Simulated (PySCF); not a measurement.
**State search for SiSb⁺**

Unrestricted PBE0; Si def2-SVP, Sb def2-SVP with ECP28; scalar-relativistic core potentials (PySCF 2.14). Outer shells of the fragments: Si+ 3s2 3p1; Sb 4d10 5s2 5p3.

Followed along the bond (rough minima from three points):

| 2Ms+1 | unpaired | ⟨S²⟩ at the start | R at minimum (Å) | Te (eV) |
| --- | --- | --- | --- | --- |
| 3 | π ↑↑ | 2.01 | 2.54 | 0.00 |
| 1 | π ↑↓ | 1.00 | 2.54 | 0.24 |
| 3 | σ ↑, π ↑ | 2.24 | 2.40 | 0.49 |
| 1 | σ ↓, π ↑ | 1.26 | 2.39 | 0.66 |
| 1 | none | 0.00 | 2.56 | 0.92 |

Solutions found at the starting distance of 2.580 Å, counted from the lowest of them; the search is not exhaustive and high or unbound solutions are not listed, so other states can lie among these:

| 2Ms+1 | unpaired | term | E (eV) | ⟨S²⟩ | ⟨Lz²⟩ | μ (D) |
| --- | --- | --- | --- | --- | --- | --- |
| 3 | π ↑↑ | ³Σ⁻ | 0.00 | 2.01 | 0.00 | -3.49 |
| 1 | π ↑↓ | mixed | 0.24 | 1.00 | 2.01 | -3.36 |
| 3 | σ ↑, π ↑ | ³Π | 0.66 | 2.24 | 1.02 | -3.53 |
| 1 | σ ↓, π ↑ | mixed | 0.84 | 1.26 | 1.02 | -3.59 |
| 1 | none | mixed | 0.91 | 0.00 | 2.00 | -3.06 |
| 5 | σ ↑, π ↑↑↑ | ⁵Π | 1.34 | 6.00 | 1.00 | -3.04 |
| 3 | σ ↑, π ↑↑↓ | mixed | 1.89 | 3.01 | 3.02 | -3.06 |
| 3 | σ ↓, π ↑↑↑ | mixed | 1.97 | 3.03 | 1.01 | -2.86 |
| 3 | π ↑↑ | mixed | 2.32 | 2.01 | 2.01 | -1.19 |
| 5 | π ↑↑↑↑ | ⁵Σ⁺ | 4.16 | 6.04 | 0.00 | -1.86 |

A term symbol is given only where ⟨S²⟩ and ⟨Lz²⟩ are close to those of a pure state; real π, δ and φ orbitals otherwise mix terms. A positive dipole points towards Sb; it is taken about the centre of mass and depends on that origin.

Spin–orbit coupling is left out.
